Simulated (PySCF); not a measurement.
C4H9FSi, SMILES CC[SiH2]/C=C\F. Heavy atoms are numbered as in [CH3:1][CH2:2][SiH2:3]/[CH:4]=[CH:5]\[F:6]. Hydrogens are named by the atom that carries them.

Geometry optimised at PBE-D3(BJ)/def2-SVP. The structure was generated by enumeration; whether it is a known compound was not checked. The values are those of a single conformer.

Level of theory: HF/pcSseg-1 run with PySCF.

GIAO shieldings, no solvent; atoms alike by connectivity are averaged. δ = σ(ref) − σ: ¹³C against TMS (σ = 192.6 ppm); ²⁹Si against TMS (σ = 393.8 ppm); ¹⁹F against CFCl3 (σ = 238.5 ppm); ¹H against TMS (σ = 31.99 ppm), references at their B3LYP-D3(BJ)/def2-TZVP geometries, non-relativistic.

Computed chemical shifts:
```tsv
nucleus	atoms	count	δ (ppm)
¹³C	C5 (CH)	1	173.6
¹³C	C4 (CH)	1	110.0
¹³C	C1 (CH3)	1	13.5
¹³C	C2 (CH2)	1	6.5
²⁹Si	Si3 (SiH2)	1	-41.3
¹⁹F	F6	1	-76.2
¹H	H on C5	1	7.52
¹H	H on C4	1	5.19
¹H	H on Si3	2	4.65
¹H	H on C1	3	1.70
¹H	H on C2	2	1.02
```
